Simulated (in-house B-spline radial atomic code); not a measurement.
Radial electron density of Sb4+, [Ar] 3d10 4s2 4p5 4d10 5s1 6d1. Method: Dirac-Hartree-Fock, average of configuration, Fermi nucleus of rms radius 4.6802 fm. Calculated with an all-electron radial atomic-structure program (B-spline basis).

Columns: r (bohr), 4πr²n(r) (electrons per bohr), bar.

```
 0.00123    2.436 #
 0.00155    3.623 ##
 0.00195    5.327 ###
 0.00245    7.734 ####
 0.00309    11.15 ######
 0.00388     15.7 ########
 0.00488     21.7 ###########
 0.00614    29.24 ###############
 0.00772     38.1 ####################
 0.00971     47.7 #########################
  0.0122    56.79 ##############################
  0.0154    63.81 ##################################
  0.0193    66.76 ###################################
  0.0243    65.21 ##################################
  0.0305    60.76 ################################
  0.0384    57.59 ##############################
  0.0483    60.64 ################################
  0.0607    70.85 #####################################
  0.0764    81.97 ###########################################
  0.0961    83.56 ############################################
   0.121    72.57 ######################################
   0.152    60.57 ################################
   0.191    61.14 ################################
    0.24    69.28 ####################################
   0.302     64.7 ##################################
    0.38    42.83 #######################
   0.478    24.11 #############
   0.601    21.74 ###########
   0.756    24.43 #############
   0.951    19.92 ##########
     1.2       11 ######
     1.5    4.747 ##
    1.89    1.811 #
    2.38   0.6667 
    2.99   0.1512 
    3.76  0.05664 
    4.73   0.2336 
    5.95   0.2602 
    7.48   0.1015 
    9.41  0.01357 
    11.8 0.0005601 
    14.9 4.649e-06 
    18.7  6.8e-09
```

On this grid the curve has 5 maxima, near 0.0193, 0.0961, 0.24, 0.756, 5.95 bohr.

The 4p1/2 radial function P(r) = rR(r), positive near the nucleus, with its small component Q(r) (sign convention: Q ≈ (P' + κP/r)/2c):

```csv
r (bohr),P,Q
0.00062,0.001509,0.006023
0.000981,0.002608,0.009107
0.00155,0.004671,0.01365
0.00245,0.008722,0.02023
0.00388,0.01696,0.02946
0.00614,0.03378,0.04162
0.00971,0.06753,0.05598
0.0154,0.1322,0.06958
0.0243,0.24,0.07523
0.0384,0.3807,0.06265
0.0607,0.4604,0.02532
0.0961,0.2682,-0.02257
0.152,-0.2989,-0.04082
0.24,-0.6989,-0.009495
0.38,-0.04085,0.02444
0.601,1.101,0.01637
0.951,1.081,-0.001288
1.5,0.3471,-0.00231
2.38,0.03083,-0.00028
```
